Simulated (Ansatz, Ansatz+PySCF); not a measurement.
```xyz
2

C     0.0000    0.0000    0.0000
P     0.0000    0.0000    1.7182
```

Basis set: def2-SVP (spherical functions). Left uncorrelated: 6 orbitals. Correlation on ROHF uses semicanonical orbitals with singles. Charge 0, multiplicity 2.

Computed with Ansatz (development build ahead of 0.2.0); each method stands on the lowest determinant of its kind that the runs found.

The atomization energy at this shape (free ground-state atoms in the same class of orbitals less the molecule, no zero-point energy) of doublet CP:

| method | atomization energy |
| --- | --- |
| UHF-CCSD(T) | 4.35 eV |
| ROHF-MP2 | 3.82 eV |
| UHF-MP2 | 3.53 eV |
| ROHF | 1.39 eV |
| UHF | 2.64 eV |

Question: What does UHF-CCSDT(Q) give?

Answer: 4.55 eV. Caution: the shape is not the minimum. Caution for UHF-CCSDT(Q), UHF-CCSD(T), UHF-MP2, UHF: the unrestricted determinant is a mixture of spin states. Caution for UHF-CCSD(T), ROHF-MP2: another reference gives a lower total. Caution for ROHF-MP2: a plain start can end on a higher determinant. Caution for ROHF-MP2, ROHF: an unrestricted determinant lies well below.
